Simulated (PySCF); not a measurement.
**C₆ coefficients of unlike pairs at PBE0**

Calculated with PySCF 2.14 from the dipole response of each species, C₆(A,B) = (3/π) ∫ α_A(iu) α_B(iu) du, in atomic units, from isotropic polarisabilities. For ions this is the dispersion term alone; charge-induced terms of lower order in 1/R come first.

| species | configuration | basis | relativity | α (bohr³) | C₆ (like pair) |
| --- | --- | --- | --- | --- | --- |
| Tl | [Xe] 4f14 5d10 6s2 6p1 (2P) | aug-cc-pVTZ-PP with ECP60MDF (6s5p4d2f) | core potential | 78.95 | 818.8 |
| I+ | [Kr] 4d10 5s2 5p4 (3P) | aug-cc-pVQZ-PP with ECP28MDF (7s7p5d3f2g) | core potential | 20.29 | 173.3 |
| Mn(3+) | [Ar] 3d4 (5D) | aug-cc-pVDZ (7s6p4d2f) | none | 1.840 | 4.273 |

Estimate C₆ for Mn(3+) with I+.

The integral gives 23.87. The combination rule 2 C_A C_B / (C_A α_B/α_A + C_B α_A/α_B) gives 23.57 and the geometric mean 27.21.

No spin-orbit coupling is included.

The other pairs:

```tsv
pair	C₆
Mn(3+), Tl	41.61
I+, Tl	345.2
```
